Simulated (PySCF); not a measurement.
Species: C6H5F2NO.
InChI=1S/C6H5F2NO/c7-6(8)5-3-10-2-4(5)1-9/h3-4,6H,2H2/t4-/m1/s1

Level of theory: PySCF, TDDFT CAM-B3LYP/def2-SVPD, vertical, gas phase, core orbitals frozen in the response. The structure is a single GFN2-xTB conformer in the gas phase; no vibrational or solvent corrections. Torsions of this conformer, `[N:1]#[C:2][C@@H:3]1[CH2:4][O:5][CH:6]=[C:7]1[CH:8]([F:9])[F:10]`: C6–C7–C8–F9 109°.

Computed singlets:

```
state  E (eV)       f
   S1    6.19   0.190
   S2    6.60   0.021
   S3    7.02   0.015
   S4    7.51  0.0081
   S5    7.63  0.0022
   S6    7.78  0.0010
   S7    7.85  0.0031
   S8    7.98  0.0026
```

**Question.** Build the mean polarisability up from these states and compare it with the full response value.

**Answer.** Each state adds f / ΔE² (ΔE in hartree, 27.2114 eV).

```json
{"state": "S1", "f/ΔE² (au)": "3.68", "running sum (au)": "3.68", "running share of α (%)": "5.0"}
{"state": "S2", "f/ΔE² (au)": "0.35", "running sum (au)": "4.04", "running share of α (%)": "5.4"}
{"state": "S3", "f/ΔE² (au)": "0.23", "running sum (au)": "4.26", "running share of α (%)": "5.7"}
{"state": "S4", "f/ΔE² (au)": "0.11", "running sum (au)": "4.37", "running share of α (%)": "5.9"}
{"state": "S5", "f/ΔE² (au)": "0.03", "running sum (au)": "4.40", "running share of α (%)": "5.9"}
{"state": "S6", "f/ΔE² (au)": "0.01", "running sum (au)": "4.41", "running share of α (%)": "5.9"}
{"state": "S7", "f/ΔE² (au)": "0.04", "running sum (au)": "4.45", "running share of α (%)": "6.0"}
{"state": "S8", "f/ΔE² (au)": "0.03", "running sum (au)": "4.48", "running share of α (%)": "6.0"}
```

The full response gives 74.31 au (11.01 Å³), so 69.8 au comes from the higher roots of the same equations.

**Question.** By how much does the contribution of these states grow at 532 nm?

**Answer.** With ω = 0.0856 hartree each state's term in the mean polarisability goes from f / ΔE² to f / (ΔE² − ω²); the sum over all 8 states goes from 4.48 to 5.18 au, a rise of 0.71 au.

The largest single term belongs to S1, which also has the largest f.

The run took 54 s of wall time on Intel Xeon 6975P-C, one thread, shared host with 192 logical CPUs at a one-minute load of 92, and the process peaked at 1.2 GiB of memory.
